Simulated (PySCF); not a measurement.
ZnHCl, SMILES [Cl][ZnH].

Coordinates come from a PBE-D3(BJ)/def2-TZVP optimisation.

Computed with PBE-D3(BJ)/def2-TZVP run with PySCF.

Frequencies are harmonic and unscaled.

Modes within 1.5 cm⁻¹ of each other (mostly degenerate sets) share a row, with their intensities summed.

```json
[
 {"mode": "1", "ν (cm⁻¹)": "412", "IR (km/mol)": "32.7", "moving atoms (share of kinetic energy)": "Cl 65 %, Zn 34 %"},
 {"mode": "2–3", "ν (cm⁻¹)": "445", "IR (km/mol)": "98.7", "moving atoms (share of kinetic energy)": "H 94 %"},
 {"mode": "4", "ν (cm⁻¹)": "1951", "IR (km/mol)": "59.8", "moving atoms (share of kinetic energy)": "H 98 %"}
]
```
